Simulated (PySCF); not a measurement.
B(H)(Cl)(NMe2) (C2H7BClN), SMILES ClBN(C)C. Geometry: PBE-D3(BJ)/def2-SVP. The structure was generated by enumeration, and PubChem lists no compound with its InChIKey, so it may never have been made. One conformer was computed; it need not be the lowest.

Task: Give the equilibrium geometry at PBE-D3(BJ)/def2-SVP (PySCF confirms it by a frequency run) as bond lengths and angles, and its point group. (The exact figures need the calculation; the answer reports its results.)

Result: This is not unique; one that fits is point group Cs.
Atoms: B1 H2 Cl3 N4 C5 C6 H7 H8 H9 H10 H11 H12. Bonded distances (Å): B1–H2 1.212, B1–Cl3 1.783, B1–N4 1.402, N4–C5 1.454, N4–C6 1.455, C5–H7 1.113, C5–H8 1.113, C5–H9 1.105, C6–H10 1.113, C6–H11 1.113, C6–H12 1.105. Angles (°): H2–B1–Cl3 118.1, H2–B1–N4 120.3, Cl3–B1–N4 121.6, B1–N4–C5 125.1, B1–N4–C6 120.9, C5–N4–C6 114.0, N4–C5–H7 110.8, N4–C5–H8 110.8, N4–C5–H9 110.0, H7–C5–H8 107.5, H7–C5–H9 108.8, H8–C5–H9 108.8, N4–C6–H10 111.1, N4–C6–H11 111.1, N4–C6–H12 110.1, H10–C6–H11 107.4, H10–C6–H12 108.6, H11–C6–H12 108.6.
